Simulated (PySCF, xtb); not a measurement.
CH₇NOSi₂, SMILES C1N[SiH2]O[SiH2]1.

GFN2-xTB (xtb 6.7.1) at its own geometry gives an orbital gap of 4.71 eV and a dipole moment of 1.79 D.

Geometry optimised at PBE0-D3(BJ)/def2-SVP. The structure was generated by enumeration, and PubChem lists no compound with its InChIKey, so it may never have been made. Other conformers were not sampled.

Question: What does r2SCAN/def2-TZVP in PySCF give? (An estimate is asked for; the answer gives what the named calculation found.)

Answer: gap 5.47 eV (levels -5.77 and -0.30 eV), dipole 2.10 D.
